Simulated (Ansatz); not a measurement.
Computed with Ansatz on PBE0-D4/def2-TZVP structures; ΔE is electronic, products minus reactants. CCSD(T)/CBS is the MP2 limit (def2-TZVPP, def2-QZVPP) plus CCSD(T) − MP2 in def2-TZVPP, frozen cores. This one scheme is used for every species. DFT in def2-TZVPP. B3LYP here is the variant with VWN-RPA as its local correlation; programs differ in this. def2 core potentials past Kr. For Mo outer-core shells are correlated without core-valence functions, which leaves a few kJ/mol of doubt a bond.

Reaction (formal exchange of groups at a Mo–Cl bond): `[CH3][Mo](=[O])(=[O])[Cl]` + CH₄ → `[CH3][Mo]([CH3])(=[O])=[O]` + HCl

**Question.** Is it downhill or uphill in electronic energy at CCSD(T)/CBS, and by how much? (Best estimate.)

**Answer.** Ansatz gave: Uphill: ΔE = +1.62 eV.

**Question.** What do these levels give: r2SCAN-D4, r2SCAN0-D4, CAM-B3LYP-D4, B3LYP, r2SCAN0, CCSD(T)/def2-SVP? (Estimate.)

**Answer.** The calculation gave: r2SCAN-D4 1.68, r2SCAN0-D4 1.65, CAM-B3LYP-D4 1.63, B3LYP 1.66, r2SCAN0 1.66, CCSD(T)/def2-SVP 1.68 eV.

Largest T1 diagnostic among the species: 0.025, so the coupled-cluster value is less sure than usual.

At CCSD(T), def2-SVP lies +0.06 eV from the extrapolated value and def2-TZVPP −0.03 eV. Leaving LDA and LC-ωPBE aside and taking each functional with its dispersion term where it has one, the values, not all of them listed here, spread over 0.13 eV, from ωB97M-V to B97M-V. LDA lies −0.05 eV from PBE without D4.
